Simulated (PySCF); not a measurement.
# Polarisability and C₆ of Co⁺ (cobalt, charge +1)

[Ar] 3d8, high-spin 3F determinant. All numbers are calculated (PySCF 2.14, no relativity, point nucleus, in aug-cc-pVTZ with one added diffuse shell each of s, p, d, f, g type (9s8p6d4f3g, 118 functions)). Coupled (time-dependent) response in atomic units; α is the mean over directions.

```csv
method,mean α (bohr³),C₆ (like pair),S(−4)
UHF,6.652,22.43,34.47
PBE,10.43,37.29,115.9
```

S(−4) is the Cauchy moment in α(ω) = α(0) + S(−4) ω² + …

α(iu) at UHF:

| u (hartree) | α(iu) (bohr³) |
| --- | --- |
| 0 | 6.652 |
| 0.0500 | 6.568 |
| 0.100 | 6.337 |
| 0.200 | 5.638 |
| 0.300 | 4.907 |
| 0.500 | 3.778 |
| 0.750 | 2.889 |
| 1.00 | 2.315 |
| 1.50 | 1.614 |
| 2.00 | 1.202 |
| 3.00 | 0.7499 |
| 5.00 | 0.3762 |

For an ion, C₆ is the dispersion term alone; charge-induced terms of lower order in 1/R come first.
